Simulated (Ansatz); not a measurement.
Geometry optimisation, RKS PBE0-D4/def2-SVP (Ansatz).

The input (input.yaml):

```yaml
crystal:
  periodic: [false, false, false]
  atoms:
    - { symbol: Al, position_ang: [0.0, 0.0, 0.0] }
    - { symbol: "N", position_ang: [0.0, 0.0, 2.27] }
    - { symbol: H, position_ang: [-0.877, -0.2713, 2.8] }
    - { symbol: H, position_ang: [0.877, 0.2713, 2.8] }
    - { symbol: Cl, position_ang: [1.9312, 0.0, -1.115] }
    - { symbol: H, position_ang: [-1.351, 0.0, -0.78] }
    - { symbol: S, position_ang: [0.5384, -2.369, 0.8072] }
    - { symbol: H, position_ang: [-0.3388, -3.2787, 0.2048] }
    - { symbol: H, position_ang: [0.2857, -1.2569, 2.019] }
basis:
  gaussian: { orbitals: def2-SVP }
hamiltonian:
  xc: pbe0
  dispersion: d4
relax:
  f_tol: 0.15
  max_steps: 25
  restrain:
    - { distance: [0, 6], at: 2.26, k: 30.0 }
    - { distance: [8, 1], at: 1.06, k: 30.0 }
    - { distance: [0, 1], at: 3.12, k: 30.0 }
    - { distance: [8, 6], at: 2.6, k: 30.0 }
output:
  orbitals: {}
```

Command:

```bash
$ ansatz run input.yaml --threads 2 --pin off --max-ram 3072MiB --backend cpu --events-out ev --progress --plain --runs-dir out
```

Problem. Where does it end, and by what steps?

Solution. The forces met the threshold. The restraints hold the end off the free minimum. After 8 steps the energy has fallen by 1.756 eV (the restraints' own energy left out); Al1 moved furthest, 0.85 Å.

| step | energy less start (eV) | largest force component (eV/Å) | accepted |
| --- | --- | --- | --- |
| 0 | 0.0000 | 2.585 | yes |
| 1 | -0.4614 | 3.799 | yes |
| 2 | -0.6198 | 3.578 | yes |
| 3 | -0.9171 | 2.913 | yes |
| 4 | -1.3789 | 3.633 | yes |
| 5 | -1.6359 | 1.785 | yes |
| 6 | -1.6882 | 1.095 | yes |
| 7 | -1.7170 | 1.219 | yes |
| 8 | -1.7556 | 0.937 | yes |

```xyz
9
Properties=species:S:1:pos:R:3
Al 0.184 -0.619 -0.546
N 0.042 -0.134 2.507
H -0.797 -0.092 3.079
H 0.770 0.415 2.961
Cl 1.888 0.502 -1.050
H -1.264 -0.193 -1.000
S 0.591 -2.644 0.332
H -0.708 -3.019 0.289
H 0.358 -1.122 2.436
```

Run time: 25 s on 2 threads of Arm Neoverse V1, on a shared host, peak memory 0.19 GiB.
